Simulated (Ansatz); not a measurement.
`ClB1C[SiH]1[GeH3]` at its PBE0-D4/def2-TZVP geometry, where that method's forces vanish. The species carries charge 0 and has multiplicity 1.

```json
{"atom": "Cl1", "x (Å)": "-0.206", "y (Å)": "-0.898", "z (Å)": "-3.113"}
{"atom": "B2", "x (Å)": "-0.159", "y (Å)": "-1.167", "z (Å)": "-1.410"}
{"atom": "C3", "x (Å)": "-1.189", "y (Å)": "-1.314", "z (Å)": "-0.311"}
{"atom": "Si4", "x (Å)": "0.519", "y (Å)": "-0.559", "z (Å)": "0.296"}
{"atom": "Ge5", "x (Å)": "0.787", "y (Å)": "1.750", "z (Å)": "0.759"}
{"atom": "H6", "x (Å)": "-1.158", "y (Å)": "-2.238", "z (Å)": "0.273"}
{"atom": "H7", "x (Å)": "-2.198", "y (Å)": "-0.909", "z (Å)": "-0.371"}
{"atom": "H8", "x (Å)": "1.073", "y (Å)": "-1.478", "z (Å)": "1.320"}
{"atom": "H9", "x (Å)": "0.061", "y (Å)": "2.560", "z (Å)": "-0.326"}
{"atom": "H10", "x (Å)": "0.195", "y (Å)": "2.120", "z (Å)": "2.131"}
{"atom": "H11", "x (Å)": "2.275", "y (Å)": "2.134", "z (Å)": "0.753"}
```

(1) For each bond, give half the difference of the two atoms' forces along it (eV/Å; positive pushes the atoms apart) under PBE-D4, r2SCAN-D4, B3LYP-D4, ωB97M-V in def2-TZVPP. (Best estimate.)

Results:

(1) The calculation gave: 
```json
{"bond": "Cl1–B2", "length (Å)": "1.725", "PBE-D4": "0.10", "r2SCAN-D4": "0.08", "B3LYP-D4": "0.20", "ωB97M-V": "0.16"}
{"bond": "B2–C3", "length (Å)": "1.514", "PBE-D4": "0.01", "r2SCAN-D4": "-0.01", "B3LYP-D4": "-0.03", "ωB97M-V": "-0.02"}
{"bond": "B2–Si4", "length (Å)": "1.934", "PBE-D4": "0.08", "r2SCAN-D4": "0.03", "B3LYP-D4": "-0.03", "ωB97M-V": "-0.05"}
{"bond": "C3–Si4", "length (Å)": "1.964", "PBE-D4": "0.15", "r2SCAN-D4": "0.09", "B3LYP-D4": "0.12", "ωB97M-V": "0.03"}
{"bond": "C3–H6", "length (Å)": "1.093", "PBE-D4": "0.11", "r2SCAN-D4": "-0.04", "B3LYP-D4": "-0.08", "ωB97M-V": "-0.04"}
{"bond": "C3–H7", "length (Å)": "1.088", "PBE-D4": "0.10", "r2SCAN-D4": "0.00", "B3LYP-D4": "-0.07", "ωB97M-V": "-0.08"}
{"bond": "Si4–Ge5", "length (Å)": "2.369", "PBE-D4": "-0.12", "r2SCAN-D4": "-0.04", "B3LYP-D4": "0.06", "ωB97M-V": "0.05"}
{"bond": "Si4–H8", "length (Å)": "1.484", "PBE-D4": "0.09", "r2SCAN-D4": "-0.02", "B3LYP-D4": "-0.13", "ωB97M-V": "-0.14"}
{"bond": "Ge5–H9", "length (Å)": "1.537", "PBE-D4": "0.09", "r2SCAN-D4": "-0.03", "B3LYP-D4": "0.00", "ωB97M-V": "-0.06"}
{"bond": "Ge5–H10", "length (Å)": "1.539", "PBE-D4": "0.09", "r2SCAN-D4": "-0.03", "B3LYP-D4": "-0.01", "ωB97M-V": "-0.08"}
{"bond": "Ge5–H11", "length (Å)": "1.537", "PBE-D4": "0.09", "r2SCAN-D4": "-0.04", "B3LYP-D4": "-0.01", "ωB97M-V": "-0.06"}
```

B3LYP here is the variant with VWN-RPA as its local correlation; programs differ in this.

Program: Ansatz 0.2.0.
